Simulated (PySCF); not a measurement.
PySCF job for Si(AsH2)(F)(OH)2 (AsFH4O2Si), SMILES O[Si](O)(F)[AsH2], TDA-PBE/def2-SVPD. Geometry: ωB97X-D3(BJ)/def2-SVP. The values are those of a single conformer.

```python
import numpy as np
from pyscf import gto, scf, dft, tdscf

mol = gto.M(
    atom='''
    O    -0.94207665   -1.05669841    1.56303313
    Si   -0.81404107   -0.20670685    0.16177590
    O    -1.83179745    1.09145112    0.27639379
    F    -1.31505950   -1.10764732   -1.09903361
    As    1.38798104    0.37772434   -0.28954997
    H    -1.82677961   -1.13255262    1.93919187
    H    -2.04558124    1.56904815   -0.53169913
    H     1.63644209    0.73730139    1.16363491
    H     1.85564785   -1.05400037   -0.10495396
    ''',
    basis='def2-SVPD',
    charge=0,
    spin=0,
    max_memory=1600,
    verbose=4,
)
mf = dft.RKS(mol, xc='pbe').density_fit(auxbasis='def2-universal-jkfit')
mf.grids.level = 3
mf.conv_tol = 1e-9
mf.max_cycle = 100
mf.kernel()
mf.grids = dft.Grids(mol).set(level=1).build(with_non0tab=True)  # coarser grid for the response kernel
td = tdscf.TDA(mf)
td.singlet = True
td.nstates = 10
td.conv_tol = 1e-4
td.positive_eig_threshold = 1e-6
td.kernel(x0=td.get_init_guess(mf, 15))
td.analyze()
tt = tdscf.TDA(mf)
tt.singlet = False
tt.nstates = 4
tt.conv_tol = 1e-4
tt.positive_eig_threshold = 1e-6
tt.kernel(x0=tt.get_init_guess(mf, 9))
tt.analyze(verbose=3)
```

Log of the run:

```
PySCF version 2.14.0

[INPUT] verbose = 4
[INPUT] num. atoms = 9
[INPUT] num. electrons = 76
[INPUT] charge = 0
[INPUT] spin (= nelec alpha-beta = 2S) = 0
[INPUT] symmetry False subgroup None
[INPUT] Mole.unit = angstrom
[INPUT] Symbol           X                Y                Z      unit          X                Y                Z       unit  Magmom
[INPUT]  1 O     -0.942076650000  -1.056698410000   1.563033130000 AA   -1.780266856848  -1.996870591163   2.953704539322 Bohr   0.0
[INPUT]  2 Si    -0.814041070000  -0.206706850000   0.161775900000 AA   -1.538314676448  -0.390619334572   0.305712144555 Bohr   0.0
[INPUT]  3 O     -1.831797450000   1.091451120000   0.276393790000 AA   -3.461595496177   2.062543695150   0.522308565631 Bohr   0.0
[INPUT]  4 F     -1.315059500000  -1.107647320000  -1.099033610000 AA   -2.485102292507  -2.093150077408  -2.076872524592 Bohr   0.0
[INPUT]  5 As     1.387981040000   0.377724340000  -0.289549970000 AA    2.622904031689   0.713795553182  -0.547170142676 Bohr   0.0
[INPUT]  6 H     -1.826779610000  -1.132552620000   1.939191870000 AA   -3.452113152840  -2.140214273459   3.664541537283 Bohr   0.0
[INPUT]  7 H     -2.045581240000   1.569048150000  -0.531699130000 AA   -3.865588309148   2.965071279755  -1.004765736370 Bohr   0.0
[INPUT]  8 H      1.636442090000   0.737301390000   1.163634910000 AA    3.092427368811   1.393297698361   2.198951288883 Bohr   0.0
[INPUT]  9 H      1.855647850000  -1.054000370000  -0.104953960000 AA    3.506666220138  -1.991772034490  -0.198334240089 Bohr   0.0

nuclear repulsion = 459.547942603829
number of shells = 67
number of NR pGTOs = 261
number of NR cGTOs = 163
basis = def2-SVPD
ecp = {}


[settings echo left out]
init E= -2776.58879426459
  HOMO = -0.293853034854378  LUMO = -0.0632387479261958  gap/eV = 6.27533
cycle= 1 E= -2776.72009670114  delta_E= -0.131  |g|= 1.15  |ddm|= 3.94
  HOMO = -0.123543094859613  LUMO = -0.0201946082650348  gap/eV = 2.81226
cycle= 2 E= -2775.80907115431  delta_E= 0.911  |g|= 2.42  |ddm|= 3.21
  HOMO = -0.23164808248748  LUMO = -0.0409890731350537  gap/eV = 5.18810
cycle= 3 E= -2776.94948673861  delta_E= -1.14  |g|= 0.191  |ddm|= 2.37
  HOMO = -0.252517462087877  LUMO = -0.0364055335007887  gap/eV = 5.88071
cycle= 4 E= -2776.95512571597  delta_E= -0.00564  |g|= 0.14  |ddm|= 0.389
  HOMO = -0.250777234131799  LUMO = -0.0369447715386109  gap/eV = 5.81868
cycle= 5 E= -2776.95854594154  delta_E= -0.00342  |g|= 0.0355  |ddm|= 0.138
  HOMO = -0.247063867361072  LUMO = -0.0365373438893468  gap/eV = 5.72872
cycle= 6 E= -2776.9587633097  delta_E= -0.000217  |g|= 0.00914  |ddm|= 0.0524
  HOMO = -0.24778561884202  LUMO = -0.0365968490675979  gap/eV = 5.74674
cycle= 7 E= -2776.95878453303  delta_E= -2.12e-05  |g|= 0.00231  |ddm|= 0.0169
  HOMO = -0.247726216727176  LUMO = -0.0366629459207894  gap/eV = 5.74332
cycle= 8 E= -2776.95878554797  delta_E= -1.01e-06  |g|= 0.00105  |ddm|= 0.00342
  HOMO = -0.247699204401195  LUMO = -0.0366693885067697  gap/eV = 5.74241
cycle= 9 E= -2776.95878575591  delta_E= -2.08e-07  |g|= 0.000208  |ddm|= 0.00107
  HOMO = -0.247705309038191  LUMO = -0.0366689216579954  gap/eV = 5.74259
cycle= 10 E= -2776.95878576398  delta_E= -8.07e-09  |g|= 5.11e-05  |ddm|= 0.000332
  HOMO = -0.247708679750843  LUMO = -0.0366717947718405  gap/eV = 5.74261
cycle= 11 E= -2776.95878576451  delta_E= -5.33e-10  |g|= 3.83e-05  |ddm|= 0.000153
  HOMO = -0.247706671201867  LUMO = -0.0366705385224986  gap/eV = 5.74259
cycle= 12 E= -2776.95878576504  delta_E= -5.23e-10  |g|= 3.63e-06  |ddm|= 6.19e-05
  HOMO = -0.247706865229802  LUMO = -0.0366706693912056  gap/eV = 5.74259
Extra cycle  E= -2776.95878576503  delta_E= 1e-11  |g|= 5.45e-06  |ddm|= 1.36e-05
converged SCF energy = -2776.95878576503
tot grids = 39296
Overwritten attributes  positive_eig_threshold  of <class 'pyscf.tdscf.rks.TDA'>


******** <class 'pyscf.tdscf.rks.TDA'> for <class 'pyscf.df.df_jk.DFRKS'> ********
nstates = 10 singlet
deg_eia_thresh = 1.000e-03
wfnsym = None
conv_tol = 0.0001
eigh lindep = 1e-12
eigh level_shift = 0
eigh max_cycle = 100


Excitation energies (eV)
[5.83858003 6.41519706 6.69226062 6.92977186 7.04821258 7.21879588
 7.36961282 7.39208476 7.44214126 7.59900838]

** Singlet excitation energies and oscillator strengths **
Excited State   1:      5.83858 eV    212.35 nm  f=0.0783
      38 -> 39       -0.70122
Excited State   2:      6.41520 eV    193.27 nm  f=0.0160
      38 -> 40       -0.63486
      38 -> 41       -0.25659
Excited State   3:      6.69226 eV    185.27 nm  f=0.0588
      37 -> 39        0.13164
      38 -> 40       -0.20456
      38 -> 41        0.56780
      38 -> 42       -0.19495
      38 -> 43        0.21949
Excited State   4:      6.92977 eV    178.92 nm  f=0.0982
      37 -> 39        0.66463
      38 -> 42        0.19078
Excited State   5:      7.04821 eV    175.91 nm  f=0.0405
      37 -> 39       -0.12216
      37 -> 40       -0.15942
      38 -> 41        0.10274
      38 -> 42        0.59137
      38 -> 43        0.27470
Excited State   6:      7.21880 eV    171.75 nm  f=0.0036
      36 -> 39        0.68856
      37 -> 40        0.10554
Excited State   7:      7.36961 eV    168.24 nm  f=0.0808
      37 -> 41       -0.46772
      37 -> 42        0.10869
      38 -> 41       -0.13499
      38 -> 42       -0.10035
      38 -> 43        0.40592
      38 -> 44        0.15108
Excited State   8:      7.39208 eV    167.73 nm  f=0.0296
      36 -> 39        0.10465
      37 -> 40       -0.30517
      37 -> 41        0.42542
      38 -> 41       -0.10774
      38 -> 42       -0.19887
      38 -> 43        0.32646
Excited State   9:      7.44214 eV    166.60 nm  f=0.0297
      36 -> 40        0.18764
      37 -> 40       -0.49165
      37 -> 41       -0.17559
      38 -> 41        0.11558
      38 -> 43       -0.25749
      38 -> 44        0.24528
      38 -> 45       -0.11075
Excited State  10:      7.59901 eV    163.16 nm  f=0.0012
      36 -> 40       -0.57034
      36 -> 41       -0.30522
      38 -> 44        0.24848

** Transition electric dipole moments (AU) **
state          X           Y           Z        Dip. S.      Osc.
  1        -0.4852     -0.3770      0.4118      0.5472      0.0783
  2        -0.1604      0.0266      0.2742      0.1016      0.0160
  3        -0.5512     -0.2011      0.1211      0.3589      0.0588
  4         0.7556      0.0827     -0.0284      0.5786      0.0982
  5        -0.1414      0.3329     -0.3218      0.2344      0.0405
  6         0.1079      0.0311      0.0893      0.0206      0.0036
  7         0.5760      0.2152     -0.2634      0.4474      0.0808
  8         0.3785     -0.0039      0.1426      0.1637      0.0296
  9        -0.2629     -0.2655      0.1524      0.1628      0.0297
 10        -0.0662     -0.0338     -0.0260      0.0062      0.0012

** Transition velocity dipole moments (imaginary part, AU) **
state          X           Y           Z        Dip. S.      Osc.
  1        -0.0862     -0.0618      0.0701      0.0162      0.0502
  2        -0.0241     -0.0092      0.0346      0.0019      0.0053
  3        -0.0439     -0.0143      0.0108      0.0022      0.0061
  4         0.1588      0.0208      0.0009      0.0257      0.0672
  5        -0.0031      0.0627     -0.0661      0.0083      0.0214
  6         0.0232     -0.0013      0.0265      0.0012      0.0031
  7         0.0977      0.0517     -0.0530      0.0150      0.0370
  8         0.0623      0.0286      0.0049      0.0047      0.0116
  9        -0.0603     -0.0200      0.0602      0.0077      0.0187
 10        -0.0179     -0.0066     -0.0036      0.0004      0.0009

** Transition magnetic dipole moments (imaginary part, AU) **
state          X           Y           Z
  1        -0.0142      0.2966      0.1551
  2        -0.4034      0.1028      0.0350
  3         0.1013     -0.1444     -0.0205
  4        -0.0220      0.2988      0.4648
  5        -0.0021     -0.4493     -0.4776
  6         0.4997      0.0104      0.0561
  7         0.0761      0.1486     -0.1416
  8         0.1139      0.4876      0.4242
  9         0.3861      0.0304      0.0298
 10        -0.0999      0.3150     -0.2143


******** <class 'pyscf.tdscf.rks.TDA'> for <class 'pyscf.df.df_jk.DFRKS'> ********
nstates = 4 triplet
deg_eia_thresh = 1.000e-03
wfnsym = None
conv_tol = 0.0001
eigh lindep = 1e-12
eigh level_shift = 0
eigh max_cycle = 100


Excitation energies (eV)
[5.60559762 5.62745935 5.73775266 6.5811862 ]

** Triplet excitation energies and oscillator strengths **
Excited State   1:      5.60560 eV    221.18 nm  f=0.0000
Excited State   2:      5.62746 eV    220.32 nm  f=0.0000
Excited State   3:      5.73775 eV    216.08 nm  f=0.0000
Excited State   4:      6.58119 eV    188.39 nm  f=0.0000
```

The calculation finished and met its thresholds.
